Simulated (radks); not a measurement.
Values are calculated unless marked as measured or tabulated.
Isoelectronic series with 3 electrons, all held in the configuration [He] 2s1, which need not be the ground one along the series. Level of theory: scalar-relativistic Kohn-Sham, PBE, spin-polarised, spherical densities, finite nucleus; open shells are filled with parallel spins first (spin-orbit coupling, left out, can overturn this in heavy ions); Fermi nuclear charge, rms radius of each element as measured or else 0.836 A^(1/3) + 0.57 fm (a radial shooting solver on a logarithmic mesh with Libxc functionals). Total energies (hartree) and orbital eigenvalues (hartree):

ion,E (hartree),2s up,1s down,1s up
Li,-7.46301,-0.11863,-1.89315,-1.90146
C3+,-34.74607,-2.12096,-12.16723,-12.20756
F6+,-82.34170,-6.39018,-31.47876,-31.55189
Mg9+,-150.31645,-12.92484,-59.84254,-59.94875
P12+,-238.77261,-21.73657,-97.29958,-97.43913
Ar15+,-347.84451,-32.84202,-143.9056,-144.0788
Sc18+,-477.69929,-46.26241,-199.7307,-199.9379
Cr21+,-628.53796,-62.02359,-264.8595,-265.1011
Co24+,-800.59691,-80.15619,-339.3918,-339.6684
Zn27+,-994.14986,-100.6959,-423.4438,-423.7559
As30+,-1209.50977,-123.6837,-517.1480,-517.4963
Kr33+,-1447.03257,-149.1664,-620.6556,-621.0408
Mo39+,-1990.21482,-207.8342,-857.7816,-858.2432
Rh42+,-2296.82522,-241.1454,-991.8044,-992.3057
Cd45+,-2627.50612,-277.2046,-1136.442,-1136.984
Sb48+,-2982.88207,-316.0951,-1291.959,-1292.544
